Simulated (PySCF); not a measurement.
B(F)(I)(Me) (CH₃BFI), SMILES B(C)(F)I. Atoms are numbered in the order given.

```xyz
7

B      0.5093     0.7939    -0.9488
F      1.8221     0.8978    -1.0158
I     -0.2704    -0.4943     0.6093
C     -0.4318     1.5209    -1.9557
H     -1.3447     1.9026    -1.4754
H     -0.7620     0.7839    -2.7111
H      0.0852     2.3373    -2.4838
```
Charge 0, spin multiplicity 1.

The structure is a stationary point at B3LYP-D3(BJ)/def2-SVP. The def2 effective core potentials stand for the cores of I; spin–orbit coupling is left out.

Computed with PBE0/def2-TZVPD (PySCF).

Mulliken values depend strongly on the basis, most of all with diffuse functions as here. ESP charges are fitted to the potential on shells at 1.4 to 2.0 van der Waals radii. Atomic charges (e):

```json
[
 {"atom": "B1", "Mulliken": "0.26", "ESP fit": "0.42"},
 {"atom": "F2", "Mulliken": "-0.24", "ESP fit": "-0.20"},
 {"atom": "I3", "Mulliken": "-0.14", "ESP fit": "___"},
 {"atom": "C4", "Mulliken": "-0.49", "ESP fit": "___"},
 {"atom": "H5", "Mulliken": "0.22", "ESP fit": "___"},
 {"atom": "H6", "Mulliken": "0.19", "ESP fit": "___"},
 {"atom": "H7", "Mulliken": "0.21", "ESP fit": "___"}
]
```

Question: Complete the blanks. (An estimate is asked for; the answer gives what the named calculation found.)

Answer: 
- I3, ESP fit: -0.15
- C4, ESP fit: -0.51
- H5, ESP fit: 0.13
- H6, ESP fit: 0.15
- H7, ESP fit: 0.17
